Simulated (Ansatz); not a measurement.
Basis sets compared for SiH2Me(NHMe) (C2H9NSi). Total charge 0; singlet. Geometry PBE-D4/def2-SVP. Ansatz on 2 threads of Arm Neoverse V1 on a shared host; times are rough, and most runs start from earlier orbitals.

Cartesian coordinates in Å:
```
C 0.551 -0.130 -2.122
C -0.113 0.059 2.166
N 0.388 0.178 0.808
Si -0.586 -0.097 -0.618
H -1.287 -1.417 -0.414
H -1.676 0.931 -0.870
H -0.029 -0.339 -3.043
H 1.331 -0.910 -2.013
H 1.055 0.849 -2.262
H 1.135 0.872 0.713
H -0.655 0.959 2.547
H -0.824 -0.793 2.228
H 0.709 -0.160 2.882
```

Binding counts from free atoms (C triplet, N quartet, Si triplet, H doublet) in the same basis, without a counterpoise term.

| level | functions | energy (Eh) | HOMO (eV) | LUMO (eV) | binding per atom (eV) | wall time |
| --- | --- | --- | --- | --- | --- | --- |
| PBE-D4/def2-SVP | 105 | -425.3628 | -5.05 | 0.55 | 3.73 | 1.3 s |
| PBE0-D4/def2-SVP | 105 | -425.4183 | -6.47 | 1.43 | 3.69 | 1.6 s |

(1) Estimate the rows for PBE-D4/def2-TZVP (with forces), PBE0-D4/def2-TZVP.

Results:

(1) 
```tsv
level	functions	energy (Eh)	HOMO (eV)	LUMO (eV)	binding per atom (eV)	wall time
PBE-D4/def2-TZVP (with forces)	184	-425.6215	-5.27	-0.02	3.72	3 s
PBE0-D4/def2-TZVP	184	-425.6717	-6.63	0.82	3.68	3.1 s
```
